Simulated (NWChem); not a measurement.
System: C₂H₆ClNSi; SMILES Cl[SiH2]/C=N\C

NWChem input:

```
start job
memory heap 200 mb stack 900 mb global 1100 mb
geometry units angstroms noautosym nocenter noautoz
  C     -1.102735    -1.978111     0.430133
  N      0.030255    -2.086762    -0.455157
  C      0.867418    -1.122020    -0.557910
  Si     0.893914     0.566372     0.354364
  Cl    -0.815596     1.688406    -0.086718
  H     -1.172434    -1.031351     1.019538
  H     -1.096874    -2.841227     1.129241
  H     -2.033055    -2.078764    -0.169042
  H      1.709904    -1.282071    -1.270628
  H      0.970716     0.410805     1.847195
  H      2.091071     1.326556    -0.135508
end
basis spherical
  C library 6-31g*
  N library 6-31g*
  Si library 6-31g*
  Cl library 6-31g*
  H library 6-31g*
end
dft
  xc hfexch
  iterations 150
  mulliken
end
task dft energy
esp
  recalculate
  probe 0.07
  range 0.3
  factor 1.0
  spacing 0.02
end
task esp
```

NWChem printed, in part:

```
             Northwest Computational Chemistry Package (NWChem) 7.3.0
             --------------------------------------------------------

                             Geometry "geometry" -> ""
                             -------------------------

 Output coordinates in angstroms (scale by  1.889725989 to convert to a.u.)

  No.       Tag          Charge          X              Y              Z
 ---- ---------------- ---------- -------------- -------------- --------------
    1 C                    6.0000    -1.10273500    -1.97811100     0.43013300
    2 N                    7.0000     0.03025500    -2.08676200    -0.45515700
    3 C                    6.0000     0.86741800    -1.12202000    -0.55791000
    4 Si                  14.0000     0.89391400     0.56637200     0.35436400
    5 Cl                  17.0000    -0.81559600     1.68840600    -0.08671800
    6 H                    1.0000    -1.17243400    -1.03135100     1.01953800
    7 H                    1.0000    -1.09687400    -2.84122700     1.12924100
    8 H                    1.0000    -2.03305500    -2.07876400    -0.16904200
    9 H                    1.0000     1.70990400    -1.28207100    -1.27062800
   10 H                    1.0000     0.97071600     0.41080500     1.84719500
   11 H                    1.0000     2.09107100     1.32655600    -0.13550800

 Effective nuclear repulsion energy (a.u.)     268.7362944154

  xc_inp: hfexch multiplicative factor not found.

                                 NWChem DFT Module
                                 -----------------

 Summary of "ao basis" -> "ao basis" (spherical)
 ------------------------------------------------------------------------------
       Tag                 Description            Shells   Functions and Types
 ---------------- ------------------------------  ------  ---------------------
 C                           6-31g*                  6       14   3s2p1d
 N                           6-31g*                  6       14   3s2p1d
 Si                          6-31g*                  8       18   4s3p1d
 Cl                          6-31g*                  8       18   4s3p1d
 H                           6-31g*                  2        2   2s

            General Information
            -------------------
          SCF calculation type: DFT
          Wavefunction type:  closed shell.
          No. of atoms     :    11
          No. of electrons :    56
           Alpha electrons :    28
            Beta electrons :    28
          Charge           :     0
          Spin multiplicity:     1
          Use of symmetry is: off; symmetry adaption is: off
          Maximum number of iterations: 150
          AO basis - number of functions:    90
                     number of shells:    46
          Convergence on energy requested:  1.00D-06
          Convergence on density requested:  1.00D-05
          Convergence on gradient requested:  5.00D-04

              XC Information
              --------------
                     Hartree-Fock (Exact) Exchange  1.000

      Superposition of Atomic Density Guess
      -------------------------------------

 Sum of atomic energies:        -880.87153202

      Non-variational initial energy
      ------------------------------

 Total energy =    -883.026832
 1-e energy   =   -1748.288461
 2-e energy   =     596.525335
 HOMO         =      -0.262641
 LUMO         =      -0.041443

     ---------------------------------------------
      Total Density - Mulliken Population Analysis
     ---------------------------------------------

    Atom       Charge   Shell Charges
 -----------   ------   -------------------------------------------------------
    1 C    6     6.45   2.00  0.71  1.93  0.65  1.11  0.05
    2 N    7     7.51   2.00  0.85  2.39  0.84  1.40  0.04
    3 C    6     6.04   2.00  0.73  1.74  0.61  0.92  0.04
    4 Si  14    13.28   2.00  2.00  5.97  0.96  1.50  0.27  0.44  0.14
    5 Cl  17    17.44   2.00  2.00  5.98  1.38  3.72  0.57  1.79  0.01
    6 H    1     0.80   0.47  0.33
    7 H    1     0.78   0.47  0.32
    8 H    1     0.78   0.46  0.32
    9 H    1     0.80   0.47  0.34
   10 H    1     1.05   0.47  0.58
   11 H    1     1.06   0.47  0.59

   convergence    iter        energy       DeltaE   RMS-Dens  Diis-err
 ---------------- ----- ----------------- --------- --------- ---------
 d= 0,ls=0.0,diis     1   -882.0110945747 -1.15D+03  6.97D-03  3.73D-01
 d= 0,ls=0.0,diis     2   -882.0686632565 -5.76D-02  2.88D-03  9.86D-02
 d= 0,ls=0.0,diis     3   -882.0806854826 -1.20D-02  1.11D-03  1.11D-02
 d= 0,ls=0.0,diis     4   -882.0826483491 -1.96D-03  3.74D-04  8.26D-04
 d= 0,ls=0.0,diis     5   -882.0828071619 -1.59D-04  1.88D-04  7.12D-05
  Resetting Diis
 d= 0,ls=0.0,diis     6   -882.0828388559 -3.17D-05  7.67D-05  1.46D-05
 d= 0,ls=0.0,diis     7   -882.0828440438 -5.19D-06  1.21D-05  1.00D-06
 d= 0,ls=0.0,diis     8   -882.0828443146 -2.71D-07  6.32D-06  1.97D-07

         Total DFT energy =     -882.082844314627
      One electron energy =    -1750.804031313996
           Coulomb energy =      667.017233232049
    Exchange-Corr. energy =      -67.032340648054
 Nuclear repulsion energy =      268.736294415375

 Numeric. integr. density =        0.000000000000

                       DFT Final Molecular Orbital Analysis
                       ------------------------------------

 Vector   26  Occ=2.000000D+00  E=-4.529947D-01
              MO Center= -2.0D-01,  1.4D+00,  1.4D-01, r^2= 3.0D+00
   Bfn.  Coefficient  Atom+Function         Bfn.  Coefficient  Atom+Function
  ----- ------------  ---------------      ----- ------------  ---------------
    69      0.519862   5 Cl pz               73      0.307566   5 Cl pz
    67     -0.274471   5 Cl px               88     -0.204254  10 H  s
    90      0.204983  11 H  s                65     -0.201049   5 Cl pz
    68     -0.192283   5 Cl py               71     -0.160810   5 Cl px
    51     -0.142406   4 Si pz               87     -0.132527  10 H  s

 Vector   27  Occ=2.000000D+00  E=-4.224041D-01
              MO Center=  1.2D-01, -1.6D+00, -2.6D-01, r^2= 2.6D+00
   Bfn.  Coefficient  Atom+Function         Bfn.  Coefficient  Atom+Function
  ----- ------------  ---------------      ----- ------------  ---------------
    33      0.259112   3 C  pz               19      0.254399   2 N  pz
    17      0.204803   2 N  px               23      0.201194   2 N  pz
    37      0.201627   3 C  pz               31      0.183970   3 C  px
    18     -0.163471   2 N  py               21      0.159056   2 N  px
    35      0.143121   3 C  px               84      0.134500   8 H  s

 Vector   28  Occ=2.000000D+00  E=-3.898889D-01
              MO Center=  2.3D-01, -1.3D+00, -3.2D-01, r^2= 3.5D+00
   Bfn.  Coefficient  Atom+Function         Bfn.  Coefficient  Atom+Function
  ----- ------------  ---------------      ----- ------------  ---------------
    18      0.347397   2 N  py               22      0.304465   2 N  py
    19      0.249857   2 N  pz               32     -0.213697   3 C  py
    23      0.210617   2 N  pz               50      0.211593   4 Si py
    68     -0.203267   5 Cl py               20     -0.190456   2 N  s
    86      0.156254   9 H  s                80     -0.139326   6 H  s

 Vector   29  Occ=0.000000D+00  E= 8.275925D-02
              MO Center=  7.8D-01, -3.9D-01,  2.9D-03, r^2= 4.8D+00
   Bfn.  Coefficient  Atom+Function         Bfn.  Coefficient  Atom+Function
  ----- ------------  ---------------      ----- ------------  ---------------
    53      0.723973   4 Si px               70      0.650006   5 Cl s
    54     -0.529087   4 Si py               55      0.392540   4 Si pz
    71      0.358817   5 Cl px               88     -0.304341  10 H  s
    23     -0.281248   2 N  pz               52     -0.271381   4 Si s
    72     -0.225404   5 Cl py               21     -0.222005   2 N  px

 Vector   30  Occ=0.000000D+00  E= 1.585691D-01
              MO Center=  1.0D+00,  6.7D-01,  3.2D-01, r^2= 5.2D+00
   Bfn.  Coefficient  Atom+Function         Bfn.  Coefficient  Atom+Function
  ----- ------------  ---------------      ----- ------------  ---------------
    54      1.167867   4 Si py               34      0.997343   3 C  s
    55      0.899485   4 Si pz               88     -0.612978  10 H  s
    70     -0.412683   5 Cl s                53     -0.377231   4 Si px
    37      0.298583   3 C  pz               73     -0.279826   5 Cl pz
    71     -0.246782   5 Cl px               36      0.198266   3 C  py

 Vector   31  Occ=0.000000D+00  E= 1.717156D-01
              MO Center=  5.2D-01, -1.0D-01,  5.1D-01, r^2= 5.1D+00
   Bfn.  Coefficient  Atom+Function         Bfn.  Coefficient  Atom+Function
  ----- ------------  ---------------      ----- ------------  ---------------
    53      1.143178   4 Si px               90     -0.747330  11 H  s
    34      0.726034   3 C  s                54      0.621843   4 Si py
     6      0.485105   1 C  s                70      0.459732   5 Cl s
    72     -0.397952   5 Cl py               86     -0.373300   9 H  s
    36      0.351805   3 C  py               52     -0.338459   4 Si s

     ---------------------------------------------
      Total Density - Mulliken Population Analysis
     ---------------------------------------------

    Atom       Charge   Shell Charges
 -----------   ------   -------------------------------------------------------
    1 C    6     6.33   2.00  0.65  2.01  0.65  0.96  0.06
    2 N    7     7.37   2.00  0.80  2.31  0.88  1.33  0.05
    3 C    6     6.24   2.00  0.67  1.91  0.61  0.99  0.06
    4 Si  14    13.17   2.00  2.00  5.97  0.95  1.75  0.12  0.16  0.23
    5 Cl  17    17.38   2.00  2.00  5.98  1.35  3.60  0.63  1.80  0.02
    6 H    1     0.85   0.53  0.33
    7 H    1     0.81   0.52  0.29
    8 H    1     0.80   0.52  0.29
    9 H    1     0.81   0.52  0.29
   10 H    1     1.12   0.50  0.62
   11 H    1     1.12   0.50  0.63

     -------------------------------------------
      Total Density - Lowdin Population Analysis
     -------------------------------------------

    Atom       Charge   Shell Charges
 -----------   ------   -------------------------------------------------------
    1 C    6     6.27   1.99  0.54  1.83  0.44  1.36  0.11
    2 N    7     7.14   1.99  0.71  2.18  0.56  1.61  0.09
    3 C    6     6.25   1.99  0.56  1.76  0.46  1.36  0.11
    4 Si  14    13.53   2.00  1.98  5.89  0.65  1.59  0.36  0.77  0.29
    5 Cl  17    17.23   2.00  2.00  5.92  1.15  3.36  0.68  2.12  0.02
    6 H    1     0.88   0.50  0.38
    7 H    1     0.86   0.50  0.37
    8 H    1     0.86   0.49  0.37
    9 H    1     0.86   0.49  0.36
   10 H    1     1.06   0.50  0.56
   11 H    1     1.06   0.50  0.56

     Multipole analysis of the density
     ---------------------------------

     L   x y z        total         alpha         beta         nuclear
     -   - - -        -----         -----         ----         -------
     0   0 0 0     -0.000000    -28.000000    -28.000000     56.000000

     1   1 0 0      0.471887      2.202321      2.202321     -3.932756
     1   0 1 0     -0.102273      1.906678      1.906678     -3.915629
     1   0 0 1      0.429309     -1.632482     -1.632482      3.694273

     2   2 0 0    -32.260795   -104.089679   -104.089679    175.918562
     2   1 1 0      2.489223      1.214393      1.214393      0.060438
     2   1 0 1     -0.677448      4.950095      4.950095    -10.577637
     2   0 2 0    -39.279656   -254.430000   -254.430000    469.580344
     2   0 1 1     -1.754713     -7.876268     -7.876268     13.997823
     2   0 0 2    -34.399495    -41.664971    -41.664971     48.930447

                     NWChem Electrostatic Potential Fit Module
                     -----------------------------------------

 Atom parameters

 Number of atoms is                                   11
 Number of basis functions is                         90

 Grid parameters

 Maximum number of grid points is                  44787
 Number of grid points is                          44786
 Grid range                                     0.300000 nm
 Grid spacing                                   0.020000 nm
 Probe radius                                   0.070000 nm
 Atom radius factor                             1.000000

 Atomic radii

    1    0.100000
    6    0.147000
    7    0.140000
   14    0.187000
   17    0.169000
 FASTESP  F
  using M.O. file = ./job.movecs

    Atom              Coordinates                           Charge

                                                  ESP

    1 C    -0.110274   -0.197811    0.043013    0.354962
    2 N     0.003026   -0.208676   -0.045516   -0.506140
    3 C     0.086742   -0.112202   -0.055791    0.104593
    4 Si    0.089391    0.056637    0.035436    0.687730
    5 Cl   -0.081560    0.168841   -0.008672   -0.308608
    6 H    -0.117243   -0.103135    0.101954   -0.048922
    7 H    -0.109687   -0.284123    0.112924   -0.023606
    8 H    -0.203306   -0.207876   -0.016904   -0.008501
    9 H     0.170990   -0.128207   -0.127063    0.037958
   10 H     0.097072    0.041081    0.184720   -0.139006
   11 H     0.209107    0.132656   -0.013551   -0.150460
                                            ------------
                                                0.000000

 Dipole moment                                  0.682932

 Quadrupole moment Qxx                          8.051304
                   Qyy                        -11.571729
                   Qzz                          3.520425

 RMS deviation kJ/mol                           0.072537

 RRMS %                                        36.487340
```

Level: Hartree-Fock/6-31G* (spherical d). Geometry: optimised at PBE-D3(BJ)/def2-SVP.
